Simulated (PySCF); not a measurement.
PySCF input file for GeH₃O₄, SMILES [O][Ge]([OH])([OH])[OH], multiplicity 2, B3LYP-D3(BJ)/def2-SVP. The structure is a stationary point at B3LYP-D3(BJ)/def2-SVP. The isomer is the one that the SMILES or the coordinates give; other isomers of the formula were not compared. Other conformers were not sampled.

```python
import numpy as np
from pyscf import gto, scf, dft, df
from pyscf.hessian import thermo

mol = gto.M(
    atom='''
    O    -1.53942095    0.85584321    0.43135277
    Ge   -0.01138411    0.01297125    0.01735322
    O    -0.39572973   -0.83269348   -1.48677765
    O     1.38951629    1.03454286   -0.28285231
    O     0.40441993   -1.00525642    1.38902679
    H    -1.19522672   -1.37367245   -1.41661665
    H     1.33459610    1.52028458   -1.11734658
    H     1.35463761   -0.98118164    1.57266317
    ''',
    basis='def2-SVP',
    charge=0,
    spin=1,
    max_memory=1600,
    verbose=3,
)
mf = dft.UKS(mol, xc='b3lyp').density_fit(auxbasis='def2-universal-jkfit')
mf.disp = 'd3bj'
mf.grids.level = 3
mf.conv_tol = 1e-11
mf.max_cycle = 100
mf.kernel()
fine, coarse = mf.grids, dft.Grids(mol).set(level=1).build(with_non0tab=True)
for _ in range(3):  # follow internal instabilities
    mf.grids = coarse
    mo, _, stable, _ = mf.stability(return_status=True, nroots=4)
    mf.grids = fine
    if stable:
        break
    mf.kernel(mf.make_rdm1(mo, mf.mo_occ))

# analytic Hessian; the response equations are solved on a coarser grid
h, args, fine = mf.Hessian(), (mf.mo_energy, mf.mo_coeff, mf.mo_occ), mf.grids
h.max_memory = max(150, 2.5e-5 * df.make_auxmol(mol, mf.with_df.auxbasis).nao * mol.nelec[0] * (mol.nelec[0] + mol.nao))  # MB; small integral blocks
h1ao = h.make_h1(mf.mo_coeff, mf.mo_occ)
mf.grids = dft.Grids(mol).set(level=1).build(with_non0tab=True)
mo1, mo_e1 = h.solve_mo1(*args, h1ao)
mf.grids = fine
hess = h.hess_elec(*args, mo1, mo_e1, h1ao) + h.hess_nuc()
if mf.do_disp():
    hess += h.get_dispersion()
for i in range(mol.natm):  # the analytic DFT Hessian lacks the response of the grid: restore translational invariance
    hess[i, i] -= hess[i].sum(axis=0)
hess = (hess + hess.transpose(1, 0, 3, 2)) / 2
vib = thermo.harmonic_analysis(mol, hess, imaginary_freq=False)
thermo.dump_normal_mode(mol, vib)
th = thermo.thermo(mf, vib['freq_au'][vib['freq_au'] > 0], 298.15, 101325)
thermo.dump_thermo(mol, th)
g0 = mf.nuc_grad_method().set(verbose=0).kernel()

# dipole derivatives [dipole axis, atom, xyz] from the same response
r, irp = mol.intor('int1e_r'), mol.intor('int1e_irp').reshape(3, 3, mol.nao, mol.nao)
sl, dm0, ok = mol.aoslice_by_atom(), np.array(mf.make_rdm1()), []
dmu = np.einsum('a,xt->xat', mol.atom_charges(), np.eye(3))
for a, (_, _, p0, p1) in enumerate(sl):
    dmu[:, a] += 2 * np.einsum('xtij,ij->xt', irp[:, :, :, p0:p1], dm0.reshape(-1, mol.nao, mol.nao).sum(0)[:, p0:p1])
    for u, c, occ, f in zip(mo1, mf.mo_coeff, mf.mo_occ, (2, 2)):
        dmu[:, a] -= f * np.einsum('tui,xuv,vi->xt', u[a], r, c[:, occ > 0], optimize=True)
L = vib['norm_mode']
ir = 974.8801 * (np.einsum('xat,kat->kx', dmu, L) ** 2).sum(1)       # km/mol
apt = np.einsum('xax->a', dmu) / 3
print('mode   freq/cm-1   IR/(km/mol)')
for k, w in enumerate(vib['freq_wavenumber']):
    print(f'{k + 1:4d} {w:11.2f} {ir[k]:13.3f}')
print('max |gradient| / (hartree/bohr):', abs(g0).max())
print('APT charges:', apt.round(4))
```

It prints:

```

WARN: HOMO -0.399119147380537 >= LUMO -0.399119147380537

converged SCF energy = -2379.26581051745  <S^2> = 0.75299088  2S+1 = 2.0029886
<class 'pyscf.df.df_jk.DFUKS'> wavefunction is stable in the internal stability analysis

WARN: DFTD3 does not support analytical Hessian, using finite difference


WARN: Mole.unit (angstrom) is changed to Bohr

Mode                                 0                   1                   2
Irrep
Freq [cm^-1]                       97.6044            172.3296            191.9652
Reduced mass [au]                   1.7239              2.9933              1.6320
Force const [Dyne/A]                0.0097              0.0524              0.0354
Char temp [K]                     140.4310            247.9439            276.1951
Normal mode                   x     y     z       x     y     z       x     y     z
       0   O                -0.02 -0.07  0.08    0.06  0.06  0.11    0.03  0.02  0.09
       1  Ge                -0.00  0.00 -0.00   -0.01  0.00 -0.01   -0.01 -0.01 -0.04
       2   O                 0.05  0.05 -0.04    0.09 -0.06 -0.00    0.01 -0.04 -0.02
       3   O                 0.01 -0.02 -0.04   -0.04  0.05 -0.03    0.01 -0.01  0.06
       4   O                -0.04  0.05  0.05   -0.08 -0.03 -0.02    0.01  0.04 -0.00
       5   H                -0.08  0.23 -0.17    0.31 -0.37  0.08   -0.13  0.16 -0.08
       6   H                 0.27 -0.52 -0.35   -0.04 -0.01 -0.07    0.01  0.17  0.17
       7   H                -0.03  0.00  0.02   -0.07 -0.19 -0.05   -0.08  0.57  0.39
Mode                                 3                   4                   5
Irrep
Freq [cm^-1]                      225.3704            239.8358            250.0112
Reduced mass [au]                   2.1718              2.5291              4.5512
Force const [Dyne/A]                0.0650              0.0857              0.1676
Char temp [K]                     324.2578            345.0703            359.7105
Normal mode                   x     y     z       x     y     z       x     y     z
       0   O                -0.00 -0.08  0.05   -0.03 -0.01  0.02    0.05  0.10 -0.02
       1  Ge                 0.02 -0.00 -0.02   -0.04  0.01 -0.01   -0.02 -0.05  0.02
       2   O                -0.02  0.02 -0.02    0.02  0.03 -0.04    0.06  0.06 -0.07
       3   O                 0.04 -0.03 -0.04    0.06 -0.11  0.04   -0.07  0.00 -0.04
       4   O                -0.08  0.08  0.07    0.08  0.06  0.00    0.05  0.04  0.06
       5   H                -0.05  0.06  0.01    0.33 -0.41  0.06   -0.03  0.17 -0.26
       6   H                -0.24  0.45  0.26    0.11  0.02  0.11   -0.22  0.11  0.04
       7   H                -0.04 -0.29 -0.10    0.12  0.03 -0.20    0.09 -0.05 -0.11
Mode                                 6                   7                   8
Irrep
Freq [cm^-1]                      264.9621            277.5354            673.4206
Reduced mass [au]                   1.7868              4.4472             15.0280
Force const [Dyne/A]                0.0739              0.2018              4.0154
Char temp [K]                     381.2214            399.3117            968.9023
Normal mode                   x     y     z       x     y     z       x     y     z
       0   O                -0.01 -0.02 -0.03   -0.05 -0.00  0.01   -0.17  0.09  0.04
       1  Ge                 0.01 -0.01  0.02   -0.02  0.03  0.02    0.02 -0.02 -0.01
       2   O                -0.02  0.10 -0.03    0.11 -0.04  0.04   -0.02 -0.03 -0.06
       3   O                -0.00 -0.02 -0.10    0.04 -0.08 -0.09    0.08  0.05 -0.02
       4   O                -0.04 -0.04  0.01    0.01 -0.06 -0.06    0.02 -0.04  0.06
       5   H                 0.27 -0.30  0.08   -0.11  0.27 -0.15   -0.02 -0.02  0.01
       6   H                -0.15  0.05 -0.05   -0.17  0.19  0.08    0.02  0.03 -0.03
       7   H                -0.12  0.38  0.42   -0.00  0.03  0.00    0.03 -0.04  0.04
Mode                                 9                  10                  11
Irrep
Freq [cm^-1]                      710.8208            751.9068            756.4452
Reduced mass [au]                  14.6278             13.8359             15.2248
Force const [Dyne/A]                4.3546              4.6088              5.1328
Char temp [K]                    1022.7128           1081.8265           1088.3562
Normal mode                   x     y     z       x     y     z       x     y     z
       0   O                 0.08 -0.04 -0.02   -0.04  0.02  0.01   -0.02  0.01  0.01
       1  Ge                -0.02  0.03  0.02    0.04  0.03 -0.00    0.02 -0.02  0.05
       2   O                -0.04 -0.09 -0.15   -0.01 -0.03 -0.07   -0.02 -0.05 -0.09
       3   O                 0.04  0.03 -0.01   -0.16 -0.11  0.03    0.02  0.01  0.00
       4   O                 0.02 -0.06  0.07    0.01 -0.02  0.02   -0.04  0.11 -0.15
       5   H                -0.06 -0.05 -0.08   -0.03  0.01  0.07   -0.02 -0.04 -0.02
       6   H                -0.00  0.02 -0.01   -0.01 -0.05  0.07   -0.07 -0.04 -0.02
       7   H                 0.03  0.01  0.03    0.00 -0.05  0.08   -0.07  0.02 -0.01
Mode                                12                  13                  14
Irrep
Freq [cm^-1]                      878.8629            899.6199            920.7487
Reduced mass [au]                   1.0731              1.1345              1.1509
Force const [Dyne/A]                0.4884              0.5410              0.5749
Char temp [K]                    1264.4881           1294.3528           1324.7524
Normal mode                   x     y     z       x     y     z       x     y     z
       0   O                 0.01 -0.00 -0.00   -0.00 -0.00  0.01   -0.01 -0.00  0.00
       1  Ge                -0.00 -0.00 -0.00    0.01  0.01 -0.01    0.02  0.00  0.01
       2   O                 0.04  0.01 -0.03   -0.02 -0.01  0.02   -0.03 -0.01  0.02
       3   O                 0.01 -0.00  0.01    0.03 -0.01  0.06   -0.02  0.00 -0.01
       4   O                -0.02 -0.01  0.01    0.01  0.00  0.00   -0.06 -0.03  0.02
       5   H                -0.06  0.22  0.73    0.03 -0.12 -0.35    0.03 -0.12 -0.40
       6   H                -0.33 -0.14 -0.05   -0.76 -0.37 -0.12    0.12  0.07  0.03
       7   H                 0.05  0.29 -0.35    0.00 -0.02  0.03    0.07  0.52 -0.63
Mode                                15                  16                  17
Irrep
Freq [cm^-1]                     3826.1622           3829.4340           3839.0199
Reduced mass [au]                   1.0666              1.0670              1.0670
Force const [Dyne/A]                9.2002              9.2187              9.2651
Char temp [K]                    5504.9956           5509.7029           5523.4949
Normal mode                   x     y     z       x     y     z       x     y     z
       0   O                 0.00 -0.00  0.00   -0.00 -0.00 -0.00   -0.00 -0.00  0.00
       1  Ge                -0.00 -0.00  0.00    0.00 -0.00 -0.00   -0.00  0.00 -0.00
       2   O                -0.02 -0.01  0.00    0.05  0.03 -0.00   -0.00 -0.00  0.00
       3   O                -0.00  0.00 -0.00   -0.00  0.00 -0.00   -0.00  0.03 -0.05
       4   O                -0.05  0.00 -0.01   -0.02  0.00 -0.01    0.00 -0.00  0.00
       5   H                 0.30  0.21 -0.02   -0.73 -0.50  0.05    0.06  0.04 -0.00
       6   H                 0.00 -0.01  0.02    0.00 -0.04  0.08    0.04 -0.49  0.83
       7   H                 0.87  0.01  0.18    0.36  0.00  0.08   -0.05 -0.00 -0.01
temperature 298.1500 [K]
pressure 101325.00 [Pa]
Rotational constants [GHz] 3.74834 3.56133 3.23024
Symmetry number 1
Zero-point energy (ZPE) 0.04284 [Eh]   112485.190 [J/mol]
                           tot       elec      trans        rot        vib
Entropy [J/mol/K]       363.178      5.763    170.345    110.514     76.555
Cv [J/mol/K]            104.966      0.000     12.472     12.472     80.022
Cp [J/mol/K]            113.280      0.000     20.786     12.472     80.022
Internal energy [J/mol]                      3718.434   3718.434 125408.701
Internal energy [Eh]   -2379.21521  -2379.26581
Enthalpy [J/mol]                             6197.391   3718.434 125408.701
Enthalpy [Eh]          -2379.21427
Gibbs free energy [J/mol]                  -44591.041 -29231.421 102583.866
Gibbs free energy [Eh] -2379.25551
mode   freq/cm-1   IR/(km/mol)
   1       97.60        40.112
   2      172.33        34.143
   3      191.97        94.431
   4      225.37         4.446
   5      239.84        10.163
   6      250.01        34.836
   7      264.96        74.568
   8      277.54       149.447
   9      673.42         3.788
  10      710.82        47.616
  11      751.91       118.573
  12      756.45       121.089
  13      878.86        41.399
  14      899.62       108.432
  15      920.75       141.342
  16     3826.16       140.512
  17     3829.43        60.806
  18     3839.02        84.363
max |gradient| / (hartree/bohr): 7.449698083139395e-05
APT charges: [-0.4121  1.8501 -0.776  -0.7858 -0.7517  0.2911  0.2924  0.292 ]
```

Self-consistency was reached.

Cost: very roughly 4 core-minutes.
